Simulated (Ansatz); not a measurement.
Program: Ansatz. Geometries: PBE0-D4/def2-TZVP. ΔE: electronic, gas phase. CCSD(T)/CBS adds triple-zeta CCSD(T) − MP2 to the extrapolated MP2 energy (def2 sets, frozen cores). Functionals use def2-TZVPP. B3LYP here is the variant with VWN-RPA as its local correlation; programs differ in this. For Ge outer-core shells are correlated without core-valence functions, which leaves a few kJ/mol of doubt a bond. Scalar relativity is left out up to krypton. Each species was taken in one conformer, which may not be the lowest.

Consider the cleavage of the Si–Ge bond: `C[SiH2][GeH2][OH]` + `FCS` → `C[SiH2]SCF` + `[OH][GeH3]`.

`C[SiH2][GeH2][OH]`:

Z-matrix (Å, degrees):
```
C
Si 1 1.873
H 1 1.092 2 110.7
H 1 1.092 2 111.0 3 -120.3
H 1 1.092 2 110.3 3 119.5
Ge 2 2.389 1 110.5 3 -63.4
H 2 1.491 1 110.5 3 177.5
H 2 1.491 1 111.1 3 58.0
O 6 1.797 2 108.9 1 -58.1
H 6 1.538 2 113.3 1 56.0
H 6 1.547 2 113.0 1 -179.2
H 9 0.960 6 112.0 2 -68.7
```

`FCS`:

Cartesian coordinates in Å:
```
F -1.144 -0.930 0.404
C -0.206 0.075 0.421
S 0.267 0.619 -1.216
H 0.663 -0.282 0.975
H -0.638 0.945 0.920
H 1.057 -0.427 -1.505
```

`C[SiH2]SCF`:

```xyz
12

C     0.300   -1.364    1.155
Si   -0.957   -0.064    0.714
S    -1.077    0.305   -1.397
C     0.459    1.214   -1.626
F     1.572    0.406   -1.549
H     0.324   -1.523    2.237
H     1.294   -1.058    0.824
H     0.056   -2.312    0.670
H    -2.331   -0.482    1.094
H    -0.622    1.230    1.372
H     0.559    1.996   -0.871
H     0.422    1.652   -2.625
```

`[OH][GeH3]`:

Z-matrix (Å, degrees):
```
Ge
O 1 1.783
H 1 1.531 2 104.3
H 1 1.541 2 109.9 3 119.6
H 1 1.541 2 109.9 3 -119.6
H 2 0.959 1 112.7 3 180.0
```

```
            species  B3LYP energy (Eh)
`C[SiH2][GeH2][OH]`        -2484.80328
              `FCS`         -538.02915
       `C[SiH2]SCF`         -868.12082
       `[OH][GeH3]`        -2154.72772
```

Task: Work out ΔE.

Result: ΔE = (-868.12082) + (-2154.72772) − (-2484.80328) − (-538.02915) = -0.01611 Eh = -42.3 kJ/mol. CCSD(T)/CBS gives -48.3 kJ/mol.

Largest T1 diagnostic among the species: 0.012.

The D4 term adds −3.4 kJ/mol with B3LYP and −1.7 kJ/mol with PBE0; it sums over pairs of atoms, weighted by their polarisabilities, and B3LYP, whose exchange is more repulsive, gets the larger term. From PBE to PBE0 (25 % exact exchange), in def2-TZVPP and without D4, ΔE moves by −4.1 kJ/mol.
